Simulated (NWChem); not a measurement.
Species: GaH3O2; SMILES [OH][GaH][OH]

```xyz
6

Ga    -0.3253    -0.0444     0.0000
H     -1.8842    -0.0380     0.0000
O      0.5689    -1.6026     0.0000
H      1.5332    -1.4535     0.0000
O      0.7710     1.3904     0.0000
H      0.2812     2.2330     0.0000
```
Atoms are numbered in this order, from 1.

Results from NWChem. All runs use the structure optimised with PBE-D3(BJ)/def2-SVP. Level: PBE0/def2-SVPD; rows give the wavelength of the field.

For field static:

```yaml
isotropic polarisability (bohr³): 37.2
```

### Question
Estimate the same quantities for field 400 nm.

### Answer
isotropic polarisability (bohr³): 40.3
